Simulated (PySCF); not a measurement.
# From computed data to an observable: entropy of an ideal gas

VF4, SMILES [F][V+]([F])([F])[F], charge +1, multiplicity 1.

The structure is a stationary point at B3LYP-D3(BJ)/def2-SVP. The multiplicity is an assumed one; other spin states were not compared. The isomer is the one that the SMILES or the coordinates give; other isomers of the formula were not compared.

B3LYP-D3(BJ)/def2-SVP (PySCF) gives the harmonic wavenumbers 233, 233, 254, 254, 254, 824, 951, 951, 951 cm⁻¹ and the rotational temperatures 0.1773, 0.1773, 0.1773 K. The molar mass is 126.94 g/mol, the symmetry number 12, the spin multiplicity 1.

### Question
Work out the entropy at 298.15 K and 1 atm in the rigid-rotor, harmonic-oscillator model.

### Answer

Translation (Sackur–Tetrode at 1 atm): S = R[1.5 ln M + 2.5 ln T − 1.16487] = 169.2 J/(mol K).
Rotation: q = (√π/σ) T^1.5/√(θA θB θC) = 10200, S = R[ln q + 3/2] = 89.2 J/(mol K).
Vibration: with u = 1.4388 ν/T, each mode gives R[u/(e^u − 1) − ln(1 − e^−u)]:
```
ν (cm⁻¹)  modes     u  S (J/(mol K))
--------  -----  ----  -------------
233           2  1.12          15.53
254           3  1.23          21.37
824           1  3.98           0.79
951           3  4.59           1.43
```
These are all the modes. Sum 39.1 J/(mol K).
Spin: R ln 1 = 0.0 J/(mol K).
Total 297.5 J/(mol K); the program's own thermochemistry gives 297.5. Translation makes up 57 % and vibration 13 %. Anharmonicity, hindered rotation and orbital degeneracy are left out.
